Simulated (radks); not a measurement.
Values are calculated unless marked as measured or tabulated.
Task: Ionisation of the iron ion Fe2+, [Ar] 3d6, to [Ar] 3d5 as the strength of local exchange is varied. Code: a radial shooting solver on a logarithmic mesh with Libxc functionals. Model: scalar-relativistic Kohn-Sham, Slater X-alpha exchange (alpha = 2/3 is LDA exchange), no correlation, spin-unpolarised, spherical densities, finite nucleus; Fermi nuclear charge, rms radius 3.7377 fm.

alpha  E(Fe2+) (hartree)  exchange (hartree)  IE (eV)  -e of the level emptied (eV)  <r> of it (bohr)
0.55         -1258.28437           -41.50538   30.402                   22.325 (3d)             1.126
0.667        -1267.15038           -50.68831   32.909                   24.500 (3d)             1.089
0.954        -1289.16046           -73.73060   39.657                   30.481 (3d)             1.010
0.994        -1292.25745           -76.99985   40.664                   31.386 (3d)             1.000
?            -1275.54244           -59.43348   35.396                   26.685 (3d)             1.057

Which alpha was used in the last row?

Result: alpha = 0.777. NIST Atomic Spectra Database: 30.65 eV (measured). The Delta-SCF value meets it near alpha = 0.56. Spin polarisation and multiplet splitting are left out, so open shells lie too high by an amount that depends on their filling.

Beside tabulated values, note that spin-unpolarised runs miss the spin-polarisation part of the exchange energy of open shells.
